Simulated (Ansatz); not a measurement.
Calculated with Ansatz (gas phase, PBE0-D4/def2-TZVP geometries, no zero-point term in ΔE). CCSD(T)/CBS is the MP2 limit (def2-TZVPP, def2-QZVPP) plus CCSD(T) − MP2 in def2-TZVPP, frozen cores. This one scheme is used for every species. For Ge outer-core shells are correlated without core-valence functions, which leaves a few kJ/mol of doubt a bond. Scalar relativity is left out up to krypton. One conformer a species, not always the lowest.

`O[SiH](F)S` + `[SH][GeH3]` → `O[SiH](F)[S][GeH3]` + H₂S  (ligand exchange at the Si–S bond)

```json
{"species": "`O[SiH](F)S`", "CCSD(T)/CBS(def2) energy (Eh)": "-863.77796"}
{"species": "`[SH][GeH3]`", "CCSD(T)/CBS(def2) energy (Eh)": "-2476.30083"}
{"species": "`O[SiH](F)[S][GeH3]`", "CCSD(T)/CBS(def2) energy (Eh)": "-2941.10924"}
{"species": "H₂S", "CCSD(T)/CBS(def2) energy (Eh)": "-398.97279"}
```

Q: Work out ΔE.

A: ΔE = (-2941.10924) + (-398.97279) − (-863.77796) − (-2476.30083) = -0.00324 Eh = -2.0 kcal/mol.

Largest T1 diagnostic among the species: 0.012.

From BLYP to BHLYP (50 % exact exchange), in def2-TZVPP and without D4, ΔE moves by −1.0 kcal/mol. The D4 term adds −1.8 kcal/mol with B3LYP and −1.0 kcal/mol with PBE0; it sums over pairs of atoms, weighted by their polarisabilities, and B3LYP, whose exchange is more repulsive, gets the larger term.

B3LYP here is the variant with VWN-RPA as its local correlation; programs differ in this.
